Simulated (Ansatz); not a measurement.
**Low-lying states of CaH2**

Calculated in Ansatz's Gaussian-basis code. State-averaged CASSCF with equal weights; occupations are averaged over the states; levels count from the state that is lowest in CASSCF. Small basis; these aren't basis-limit values. No symmetry is imposed, so a solution can break that of the shape. No proof that the lowest CASSCF solution was found.

Geometry:

```xyz
3

H     0.0000    0.0000    2.0500
Ca    0.0000    0.0000    0.0000
H     0.0000    0.0000   -2.0500
```

Basis def2-SVP, nonrelativistic, 9 orbitals frozen in the corrections; active space CAS(4,6). Averaged: 2 singlets.

CASSCF levels: singlet 0.00, singlet 3.65 eV.

Problem. How does SC-NEVPT2 move them?

Solution. singlet 0.00, singlet 3.73 eV, in the same order of listing. The lowest state stays.
